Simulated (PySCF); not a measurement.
## Radial density of P⁺ (phosphorus, charge +1)

M06-2X, [Ne] 3s2 3p2, high-spin 3P determinant. Computed with PySCF 2.14 in cc-pV(D+d)Z (4s3p2d, 23 functions), with the non-relativistic Hamiltonian (point nucleus).

```
r (bohr)  4πr²ρ (e/bohr)  4πr²(ρα − ρβ)
 0.00147         0.05680         0.0000
 0.00247          0.1564         0.0000
 0.00416          0.4197         0.0001
 0.00700           1.092         0.0002
  0.0118           2.676         0.0005
  0.0198           5.962         0.0013
  0.0333           11.28         0.0031
  0.0560           16.37         0.0093
  0.0942           15.82         0.0338
   0.159           11.06         0.1104
   0.267           13.64         0.2089
   0.448           15.01         0.1142
   0.754           5.413         0.0450
    1.27           2.251         0.7973
    2.13           1.859         0.9605
    3.59          0.2664         0.1709
    6.04        0.004233         0.0037
```
